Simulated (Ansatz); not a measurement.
Geometry optimisation, RKS B3LYP-D4/def2-SVP in Ansatz 0.2.0.

input.yaml

```yaml
crystal:
  periodic: [false, false, false]
  atoms:
    - { symbol: Zr, position_ang: [0.121935, -0.097203, 0.097158] }
    - { symbol: Cl, position_ang: [0.563561, 0.294294, 2.501987] }
    - { symbol: F, position_ang: [1.804209, -0.148044, -0.766121] }
    - { symbol: F, position_ang: [-0.823479, 1.328774, -0.723377] }
    - { symbol: F, position_ang: [-0.692562, -1.773535, -0.256519] }
    - { symbol: P, position_ang: [-3.318134, 0.07669, 1.628155] }
    - { symbol: H, position_ang: [-3.12081, 0.001067, 0.213946] }
    - { symbol: H, position_ang: [-3.168939, -1.332749, 1.813277] }
    - { symbol: H, position_ang: [-1.946781, 0.338606, 1.922096] }
basis:
  gaussian: { orbitals: def2-SVP }
hamiltonian:
  xc: b3lyp
  dispersion: d4
relax:
  f_tol: 0.03
  max_steps: 50
```

Command:

```bash
$ ansatz run input.yaml --threads 4 --pin off --max-ram 5120MiB --backend cpu --events-out ev --progress --plain --runs-dir out
```

Where does it end, and by what steps?

The forces met the threshold. The force dipped under the threshold on the way, but the program's further checks kept it going. After 19 steps the energy has fallen by 0.133 eV; H8 moved furthest, 0.73 Å.

```
step  energy less start (eV)  largest force component (eV/Å)  accepted
   0                  0.0000                           1.284       yes
   1                 -0.0652                           1.039       yes
   2                 -0.0988                           0.093       yes
   3                 -0.1079                           0.260       yes
   4                 -0.1129                           0.128       yes
   5                 -0.1157                           0.050       yes
   6                 -0.1192                           0.050       yes
   7                 -0.1151                           0.373        no
   8                 -0.1224                           0.019       yes
   9                 -0.1242                           0.142       yes
  10                 -0.1256                           0.103       yes
  11                 -0.1282                           0.086       yes
  12                 -0.1268                           0.260        no
  13                 -0.1265                           0.285        no
  14                 -0.1296                           0.027       yes
  15                 -0.1311                           0.081       yes
  16                 -0.1317                           0.100       yes
  17                 -0.1323                           0.058       yes
  18                 -0.1327                           0.009       yes
  19                 -0.1328                           0.017       yes
```

```xyz
9
Properties=species:S:1:pos:R:3
Zr 0.215 -0.180 0.084
Cl 0.677 0.530 2.286
F 1.857 -0.272 -0.859
F -0.887 1.066 -0.837
F -0.541 -1.925 0.055
P -3.514 -0.138 1.637
H -3.137 0.652 0.506
H -2.869 -1.315 1.147
H -2.383 0.271 2.412
```

Whether the end is a true minimum wasn't checked by a vibrational analysis.

Run time: 56 s on 4 threads of Arm Neoverse V1, with other jobs on the host, peak memory 0.34 GiB.
